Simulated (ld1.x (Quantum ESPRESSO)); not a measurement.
What one change does to a pseudopotential (gold (Au), TM semilocal)

- Element: Au
- Generator: ld1.x (Quantum ESPRESSO) 7.5
- Type: norm-conserving Troullier–Martins (semilocal form)
- Functional: PBE
- Relativity: scalar-relativistic
- Frozen core: [Xe] 4f14
- Valence charge: 11
- Reference configuration: 5d10 6s0.5 6p0.5
- Partial waves: 6s (bound): rc 2.35 bohr; 5d (bound): rc 2.10 bohr; 6p (bound): rc 3.40 bohr
- Local potential: the p channel
- Core correction: Bessel-smoothed model core, default radius (core density twice the valence density)

Change: wave 6p (bound): rc 3.40 bohr becomes 6p (bound): rc 4.40 bohr.

Cutoffs: the cutoffs (Ry, on a coarse ladder) from which the occupation-weighted sum of valence levels, in a spherical-Bessel basis at the reference potential, stays within 10 and 1 mRy of its value at 400 Ry; they do not see the model core or the augmentation charge, which bear on the density cutoff. Errors are all-electron minus pseudo energies relative to the spin-unpolarised reference configuration.

Problem. What does the change do?

Solution. The potential gets neither clearly harder nor softer (40 Ry and 60 Ry → 40 Ry and 60 Ry); of the 7 tests that both files solve, the error grows in 5 and shrinks in 1 by more than 15 % and 0.3 meV (median size 30.0 → 26.0 meV); neither file shows a bound ghost. A semilocal file is local in each channel, so a ghost entry of none says nothing of the separable form that plane-wave codes build from it.

```csv
quantity,base,changed
"cutoff, loose",40 Ry,40 Ry
"cutoff, tight",60 Ry,60 Ry
bound ghosts,none,none
"error for 5d10 6s1 6p0, meV [ΔE -2.55 eV]",0.0,+1.5
"error for 5d10 6s0 6p0, meV [ΔE 6.86 eV]",-10,-13
"error for 5d9 6s0 6p0, meV [ΔE 28.06 eV]",-30,-46
"error for 5d10 6s0.5 6p0, meV [ΔE 1.22 eV]",-1.2,-1.8
"error for 5d9 6s1 6p1, meV [ΔE 4.94 eV]",-41,-26
"error for 5d9 6s2 6p0, meV [ΔE -0.86 eV]",-53,-57
"error for 5d8 6s0 6p0, meV [ΔE 61.94 eV]",-168,-199
```
